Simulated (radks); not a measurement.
Values are calculated unless marked as measured or tabulated.
Question: The lithium ion Li2+, 1s1. Level of theory: non-relativistic Kohn-Sham, LDA (Slater exchange, Perdew-Wang correlation), spin-polarised, spherical densities, point nucleus (a radial shooting solver on a logarithmic mesh with Libxc functionals). Every spin shell is full or empty, so the densities are truly spherical. Functionals are evaluated on that one density, not self-consistently. Rank these orbital-free kinetic functionals by their error against the exact value of the orbitals, and give that value: Thomas-Fermi, von Weizsacker, TF + vW, TF + vW/9, TF + vW/5, LC94, APBEK, revAPBEK, Perdew 92, Thakkar, Pearson, LKT, Ernzerhof.

Answer: Exact: 4.38013 hartree. From best to worst, with 100 (|E| - |E exact|)/|E exact| (equal figures are ties): von Weizsacker 0.00, APBEK +2.00, LC94 +2.15, Thakkar +2.35, Pearson -2.42, TF + vW/9 +2.64, Perdew 92 +2.66, revAPBEK +2.89, Ernzerhof +6.53, Thomas-Fermi -8.47, TF + vW/5 +11.53, LKT +62.44, TF + vW +91.53.
